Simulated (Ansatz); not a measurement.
`[SiH3]I`, relaxed with RKS PBE-D4/def2-SVP in the Gaussian-basis code of Ansatz from a rough embedded geometry. The force threshold is 0.03 eV/Å; the program also tests the step.

The species carries charge 0 and has multiplicity 1. I takes the def2 core potential.

Start:

```xyz
5

Si   -0.003    0.100    0.110
I     0.335   -1.477   -1.642
H     0.376    1.518   -0.297
H     0.755   -0.286    1.294
H    -1.463    0.144    0.536
```

| step | energy (eV) | largest force (eV/Å) | largest move (Å) |
| --- | --- | --- | --- |
| 1 | -16020.8202 | 1.374 | 0.000 |
| 2 | -16020.8984 | 0.339 | 0.070 |
| 3 | -16020.9036 | 0.031 | 0.015 |
| 4 | -16020.9037 | 0.007 | 0.003 |

End:

```xyz
5

Si   -0.030    0.133    0.151
I     0.332   -1.480   -1.678
H     0.388    1.496   -0.318
H     0.797   -0.284    1.332
H    -1.486    0.134    0.513
```

Run time 3.8 s (2 threads of a server CPU on a shared host); peak host memory 0.13 GiB.
